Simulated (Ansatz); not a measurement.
## Energy differences in one family of gas-phase species

Each structure stands at its B3LYP-D3(BJ)/def2-TZVP stationary point, reached from a drawn start (curvature not checked).

(1), BCl2 (SMILES Cl[B]Cl) (charge 0, multiplicity 2):
```xyz
3

B     -0.259    -0.458     0.000
Cl     1.467    -0.528     0.000
Cl    -1.208     0.985     0.000
```

(2), BCl (SMILES [B]Cl) (charge 0, multiplicity 1):
```json
[
 {"atom": "B", "x (Å)": "-0.8608", "y (Å)": "0.0000", "z (Å)": "0.0000"},
 {"atom": "Cl", "x (Å)": "0.8608", "y (Å)": "0.0000", "z (Å)": "0.0000"}
]
```

(3): Cl atom, charge 0, multiplicity 2.

(4), BCl3 (SMILES ClB(Cl)Cl) (charge 0, multiplicity 1):
```xyz
4

B      0.0000     0.0000     0.0000
Cl     1.7452     0.0000     0.0000
Cl    -0.8726     1.5114     0.0000
Cl    -0.8726    -1.5114     0.0000
```

| step | quantity | PBE/def2-TZVPP (kcal/mol) | r2SCAN/def2-TZVPP (kcal/mol) | PBE0/def2-TZVPP (kcal/mol) | wB97M-V/def2-TZVPP (kcal/mol) | CCSD(T)/cc-pV(Q+d)Z (kcal/mol) |
|---|---|---|---|---|---|---|
| (1) → (2) + (3) | reaction energy | 89.89 | 92.49 | 88.97 | 80.92 | 78.82 |
| (4) → (1) + (3) | reaction energy | 119.09 | 116.92 | 117.84 | 122.88 | 118.92 |
| 2 (1) → (4) + (2) | reaction energy | -29.20 | -24.44 | -28.87 | -41.96 | -40.10 |

Right side less left side. No zero-point or thermal terms; singlets are restricted closed shells; open shells are unrestricted; no spin–orbit coupling.

Correlated levels freeze the cores.

Programs: Ansatz (Gaussian orbitals). Each number belongs to the level named beside it.

At CCSD(T)/cc-pV(Q+d)Z the steps run from -40.10 (2 (1) → (4) + (2)) to 118.92 kcal/mol ((4) → (1) + (3)); 1 of 3 are downhill as written. PBE/def2-TZVPP, r2SCAN/def2-TZVPP, PBE0/def2-TZVPP, wB97M-V/def2-TZVPP give the same order. Counted from CCSD(T)/cc-pV(Q+d)Z, which is the highest level that all steps share and no exact value, the absolute differences over these 3 steps have mean and median 7.38 and 10.90 (PBE/def2-TZVPP), 10.44 and 13.66 (r2SCAN/def2-TZVPP), 7.49 and 10.15 (PBE0/def2-TZVPP), 2.64 and 2.10 (wB97M-V/def2-TZVPP) kcal/mol; wB97M-V/def2-TZVPP lies nearest by the mean. PBE/def2-TZVPP is furthest off for (1) → (2) + (3), by 11.07 kcal/mol.

The steps were written down ahead of the runs, not picked by their results: 3 of 3 stand here.

Ansatz is an electronic-structure program.
